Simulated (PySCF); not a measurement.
## Simulated absorption spectrum

Species: BMe2(OH), C2H7BO.
SMILES: `CB(C)O`

Method used: TDDFT B3LYP/def2-SVPD, vertical, gas phase, core orbitals frozen in the response in PySCF. Isolated species at its PBE0-D3(BJ)/def2-SVP geometry (one conformer only).

Computed states:

| state | E (eV) | f |
| --- | --- | --- |
| S1 | 7.10 | 0.0019 |
| S2 | 7.16 | 0.039 |
| S3 | 8.33 | 0.0084 |
| S4 | 8.44 | 0.0036 |
| S5 | 8.70 | 0.058 |
| S6 | 8.80 | 0.0098 |
| S7 | 8.87 | 0.0057 |
| S8 | 9.16 | 0.013 |
| S9 | 9.33 | 0.012 |
| S10 | 9.36 | 0.069 |

Broadening: Gaussians 0.4 eV wide at half height, area fixed by f = 4.319×10⁻⁹ ∫ε dν̃. The width is an assumption, not a result. The curve ends short of the highest state used, and states not computed would add to its high-energy end.

Task: Give the broadened spectrum and its maxima.

Result: 
(λ (nm), ε (L mol⁻¹ cm⁻¹)): (141.6, 4786), (143.7, 4321), (145.9, 2616), (148.0, 1421), (150.1, 796), (152.3, 379), (154.4, 138), (156.6, 33), (158.7, 8), (160.8, 14), (163.0, 79), (165.1, 307), (167.2, 843), (169.4, 1720), (171.5, 2506), (173.7, 2765), (175.8, 2336), (177.9, 1555), (180.1, 802), (182.2, 345), (184.4, 117), (186.5, 35), (188.6, 9), (190.8, 2)

Maxima: 173 nm (7.15 eV), ε about 2800, made up of S2 (96%); 142 nm (8.72 eV), ε about 4900, made up of S5 (80%) and S6 (12%) (ε in L mol⁻¹ cm⁻¹; maxima over ε = 5, shares over 10%).

Task: Coming from long wavelengths, where does ε first pass 100 L mol⁻¹ cm⁻¹?

Result: At about 185 nm (6.71 eV), 0.38 eV below S1.

Task: What would ε be at 8.72 eV, the highest of these maxima, with half the width (0.2 eV)?

Result: About 8630 L mol⁻¹ cm⁻¹ against 4860, a factor of about 1.8; a lone state at its own centre would give exactly 2.
